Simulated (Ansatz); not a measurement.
`C[SiH2]O[SiH2]N` + `[OH][SnH3]` → `N[SiH2][O][SnH3]` + `C[SiH2]O`  (ligand exchange at the Si–O bond)

Calculated with Ansatz (gas phase, PBE0-D4/def2-TZVP geometries, no zero-point term in ΔE). CBS: MP2 limit from def2 TZ/QZ plus the TZ coupled-cluster correction, frozen cores. This one scheme is used for every species. Functionals use def2-TZVPP. def2 core potentials past Kr. For Sn outer-core shells are correlated without core-valence functions, which leaves a few kJ/mol of doubt a bond. Each species was taken in one conformer, which may not be the lowest.

(1) Is it downhill or uphill in electronic energy at CCSD(T)/CBS, and by how much? (An estimate is asked.)

(2) What do these levels give: PBE-D4, ωB97X-V, ωB97M-V, PBE, r2SCAN, HF/def2-TZVPP, MP2/def2-TZVPP, CCSD(T)/def2-TZVPP, MP2/def2-QZVPP, SCS-MP2/def2-QZVPP, HF/CBS(def2), CCSD/CBS(def2)? (Estimate.)

Largest T1 diagnostic among the species: 0.014.

Results:

(1) The calculation gave: Nearly level: ΔE = -2.3 kJ/mol.

(2) Ansatz gave: PBE-D4 -0.2, ωB97X-V -0.2, ωB97M-V -1.0, PBE 1.0, r2SCAN -0.4, HF/def2-TZVPP 4.0, MP2/def2-TZVPP -2.1, CCSD(T)/def2-TZVPP -1.6, MP2/def2-QZVPP -2.3, SCS-MP2/def2-QZVPP -0.9, HF/CBS(def2) 4.5, CCSD/CBS(def2) -1.2 kJ/mol.

In def2-TZVPP, CCSD(T) changes the Hartree–Fock value by −5.6 kJ/mol (the triples alone add −1.1 kJ/mol) and MP2 by −6.0 kJ/mol.
